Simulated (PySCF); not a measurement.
# BP86 on Be (beryllium, neutral)

Configuration: [He] 2s2, closed-shell 1S. Calculation: PySCF 2.14, in Sapporo-DZP-2012 (4s2p, 10 functions); the spin-free X2C one-electron Hamiltonian (Gaussian nucleus).

| Quantity | Value |
| --- | --- |
| Total energy | -14.6579 hartree |
| One-electron energy | -19.0752 hartree |
| Hartree (Coulomb) energy | 7.1682 hartree |
| Exchange-correlation energy | -2.7509 hartree |
| ⟨S²⟩ | 0.0000 |
| ⟨L²⟩ | 0.000 |
| Sum of ⟨r⟩ | 6.057 bohr |
| Sum of ⟨r²⟩ | 16.79 bohr² |
| Langevin diamagnetic susceptibility | -13.3 ×10⁻⁶ cm³/mol |
| Time after the integrals | 0.02 s of wall time on 1 thread of Intel(R) Xeon(R) 6975P-C (shared host) |

| shell | electrons | mean orbital energy (hartree) | rms radius, mean of both spins (bohr) |
| --- | --- | --- | --- |
| 1s | 2 | -3.91292 | 0.489 |
| 2s | 2 | -0.20954 | 2.86 |
